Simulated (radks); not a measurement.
Problem. Charge is removed step by step from the 3p up level of neutral phosphorus, starting from [Ne] 3s2 3p(up 3, down 0). Level of theory: scalar-relativistic Kohn-Sham, PBE, spin-polarised, spherical densities, finite nucleus; Fermi nuclear charge, rms radius 3.1889 fm (a radial shooting solver on a logarithmic mesh with Libxc functionals). At the starting occupation the eigenvalue is -6.283 eV. Estimate the energy to remove one whole electron from this level, the eigenvalue at the end, and how far E(n) bends from a straight line.

Solution. Delta-SCF 10.538 eV; final eigenvalue -15.018 eV; the deviation from the straight line is -1.093 eV at 0.5 electron removed, the largest on the grid computed. Slater's transition state (half an electron removed) gives 10.482 eV. Integrating minus the eigenvalue over the occupation (Janak's theorem) gives 10.538 eV. In this scalar-relativistic scheme the density is built from large components alone, so the theorem holds only approximately. The mean slope of the eigenvalue, de/dn, is 8.73 eV per electron. Ionisation energy of P in the NIST Atomic Spectra Database: 10.487 eV (measured).
